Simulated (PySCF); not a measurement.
**`C(/C(=C)[SiH3])=N/CC`, C₅H₁₁NSi**

Molfile (atoms numbered from 1):
```
C5H11NSi
     RDKit          3D

 18 17  0  0  0  0  0  0  0  0999 V2000
   -2.0220    0.6567   -0.3672 C   0  0  0  0  0  0  0  0  0  0  0  0
   -1.2803    0.0517    0.5546 C   0  0  0  0  0  0  0  0  0  0  0  0
   -1.6769   -1.6629    1.2504 Si  0  0  0  0  0  4  0  0  0  0  0  0
   -0.0680    0.6781    1.1070 C   0  0  0  0  0  0  0  0  0  0  0  0
    0.9997    1.0050    0.5283 N   0  0  0  0  0  0  0  0  0  0  0  0
    1.2162    0.8089   -0.8763 C   0  0  0  0  0  0  0  0  0  0  0  0
    2.5661    0.1256   -1.0805 C   0  0  0  0  0  0  0  0  0  0  0  0
   -2.9117    0.2009   -0.7714 H   0  0  0  0  0  0  0  0  0  0  0  0
   -1.7889    1.6460   -0.7342 H   0  0  0  0  0  0  0  0  0  0  0  0
   -0.6184   -2.5936    0.8505 H   0  0  0  0  0  0  0  0  0  0  0  0
   -2.9672   -2.0954    0.7154 H   0  0  0  0  0  0  0  0  0  0  0  0
   -1.7256   -1.5705    2.7109 H   0  0  0  0  0  0  0  0  0  0  0  0
   -0.0883    0.8437    2.1829 H   0  0  0  0  0  0  0  0  0  0  0  0
    1.2515    1.8045   -1.3320 H   0  0  0  0  0  0  0  0  0  0  0  0
    0.4182    0.2307   -1.3670 H   0  0  0  0  0  0  0  0  0  0  0  0
    2.5381   -0.8886   -0.6890 H   0  0  0  0  0  0  0  0  0  0  0  0
    3.3398    0.6781   -0.5545 H   0  0  0  0  0  0  0  0  0  0  0  0
    2.8089    0.0873   -2.1394 H   0  0  0  0  0  0  0  0  0  0  0  0
  1  2  2  0
  2  3  1  0
  2  4  1  0
  4  5  2  0
  5  6  1  0
  6  7  1  0
  1  8  1  0
  1  9  1  0
  3 10  1  0
  3 11  1  0
  3 12  1  0
  4 13  1  0
  6 14  1  0
  6 15  1  0
  7 16  1  0
  7 17  1  0
  7 18  1  0
M  END
```

Computed with GIAO HF/pcSseg-1 magnetisability, rotational g tensor and spin-rotation constants, non-relativistic, gas phase (PySCF). Geometry: GFN2-xTB.

**Question.** Give the nuclear spin-rotation constants along the inertial axes (H = +C I·J) beside the isotropic shieldings.

**Answer.** Rotational constants 3.5928, 1.1267, 1.0325 GHz. A star marks the isotopologue with that one atom substituted, in its own axes.
| atom | isotope | Caa (kHz) | Cbb (kHz) | Ccc (kHz) | mean (kHz) | σ (ppm) |
| --- | --- | --- | --- | --- | --- | --- |
| N5 | 14N | 1.059 | 0.030 | 0.287 | 0.459 | -128.3 |
| H8 | 1H | -0.029 | -0.108 | -0.019 | -0.052 | 26.0 |
| H9 | 1H | -0.058 | -0.004 | -0.111 | -0.058 | 26.2 |
| H10 | 1H | -0.251 | -0.005 | -0.082 | -0.113 | 28.3 |
| H11 | 1H | -0.085 | -0.095 | -0.047 | -0.076 | 28.2 |
| H12 | 1H | -0.256 | -0.102 | 0.012 | -0.116 | 28.1 |
| H13 | 1H | -0.272 | -0.109 | 0.091 | -0.097 | 24.2 |
| H14 | 1H | -0.171 | -0.009 | -0.111 | -0.097 | 28.8 |
| H15 | 1H | -0.152 | -0.123 | -0.003 | -0.093 | 28.4 |
| H16 | 1H | -0.267 | -0.014 | -0.121 | -0.134 | 31.2 |
| H17 | 1H | -0.164 | -0.121 | -0.032 | -0.106 | 30.2 |
| H18 | 1H | -0.246 | -0.124 | -0.023 | -0.131 | 31.0 |
| C1 | 13C* | 1.347 | 0.340 | 0.284 | 0.657 | 51.3 |
| C2 | 13C* | 1.481 | 0.342 | 0.275 | 0.699 | 47.1 |
| Si3 | 29Si* | -1.758 | -0.560 | -0.542 | -0.953 | 453.8 |
| C4 | 13C* | 1.209 | 0.227 | 0.542 | 0.659 | 28.4 |
| C6 | 13C* | 0.700 | 0.190 | 0.157 | 0.349 | 148.1 |
| C7 | 13C* | 0.488 | 0.150 | 0.136 | 0.258 | 173.2 |

For the geometry as given, no vibrational averaging.

**Question.** How do the rotational constants and the g tensor change when H8, H9, H10, H11, H12, H13, H14, H15, H16, H17, H18 are replaced by deuterium?

**Answer.** Constants 2.8723, 0.9617, 0.8791 GHz; g -0.0420, -0.0092, -0.0109, against -0.0525, -0.0105, -0.0130 before.
